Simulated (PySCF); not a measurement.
**`O=[P@H](CC#C)C#C`, C5H5OP**

Cartesian coordinates in Å; atom numbers follow the order of the lines, from 1:
```xyz
12

C    -2.072    1.365   -0.158
C    -1.415    0.455   -0.573
C    -0.599   -0.648   -1.007
P     0.526   -1.202    0.334
O     1.320   -2.385    0.004
C     1.461    0.242    0.745
C     2.161    1.190    0.971
H    -2.659    2.166    0.180
H    -1.210   -1.510   -1.296
H     0.029   -0.368   -1.860
H    -0.294   -1.339    1.451
H     2.754    2.033    1.185
```

Method used: PySCF, GIAO mPW1PW91/ANO-RCC-VDZP magnetisability, rotational g tensor and spin-rotation constants, non-relativistic, gas phase. Geometry: GFN2-xTB.

Q: Give the nuclear spin-rotation constants along the inertial axes (H = +C I·J) beside the isotropic shieldings.

A: Rotational constants 2.9810, 1.8210, 1.2148 GHz. A star marks the isotopologue with that one atom substituted, in its own axes.
```
atom  isotope  Caa (kHz)  Cbb (kHz)  Ccc (kHz)  mean (kHz)  σ (ppm)
  P4      31P      3.312      2.786      1.943       2.680    393.2
  H8       1H     -0.089     -0.145     -0.116      -0.117     29.6
  H9       1H     -0.328      0.068     -0.134      -0.131     28.8
 H10       1H     -0.326     -0.208      0.052      -0.161     28.7
 H11       1H     -0.270     -0.178      0.104      -0.115     24.5
 H12       1H     -0.324      0.034     -0.128      -0.139     28.7
  C1     13C*      0.414      0.438      0.332       0.395    117.4
  C2     13C*      0.384      0.434      0.348       0.389    118.6
  C3     13C*      0.383      0.281      0.196       0.286    164.4
  O5     17O*     -0.469     -0.205     -0.135      -0.270    242.8
  C6     13C*      1.006      0.029      0.410       0.482    110.7
  C7     13C*      0.985      0.150      0.390       0.508     98.4
```
For the geometry as given, no vibrational averaging.
